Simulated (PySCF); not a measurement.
## Pd⁺ (palladium, charge +1): CAM-B3LYP calculation

Configuration: [Kr] 4d9, 2D determinant. Calculation: PySCF 2.14, in x2c-QZVPPall; scalar relativity by spin-free X2C-1e.

```json
{
 "Total energy": "-5045.30 hartree",
 "One-electron energy": "-6942.47 hartree",
 "Hartree (Coulomb) energy": "2042.55 hartree",
 "Exchange-correlation energy": "-145.38 hartree",
 "⟨S²⟩": "0.7527",
 "⟨L²⟩": "6.027",
 "Sum of ⟨r⟩": "28.94 bohr",
 "Sum of ⟨r²⟩": "35.96 bohr²",
 "Traceless quadrupole moment −½Σ⟨3z² − r²⟩ along its main axis": "-0.541 e·bohr²",
 "Langevin diamagnetic susceptibility": "-28.5 ×10⁻⁶ cm³/mol",
 "Time after the integrals": "roughly 7 core-seconds"
}
```

```
shell  electrons  mean orbital energy (eV)  spread (eV)  rms radius, mean of both spins (bohr)
 1s β          1                  -24209.9            0                                 0.0365
 1s α          1                  -24209.9            0                                 0.0365
 2s α          1                   -3563.3            0                                  0.150
 2s β          1                   -3563.2            0                                  0.150
 2p α          3                   -3196.6        0.323                                  0.133
 2p β          3                   -3196.4        0.149                                  0.133
 3s α          1                   -660.61            0                                  0.405
 3s β          1                   -660.50            0                                  0.405
 3p α          3                   -539.29        0.614                                  0.408
 3p β          3                   -539.17        0.502                                  0.408
 3d α          5                   -345.99        0.723                                  0.390
 3d β          5                   -345.78        0.499                                  0.390
 4s α          1                   -103.37            0                                   1.01
 4s β          1                   -102.46            0                                   1.01
 4p α          3                   -68.215        1.329                                   1.12
 4p β          3                   -67.166        0.169                                   1.12
 4d α          5                   -18.226        1.502                                   1.61
 4d β          4                   -17.524        0.838                                   1.61
```

Densities and radii are taken from the X2C orbitals without a picture-change correction, which distorts them close to the nucleus.
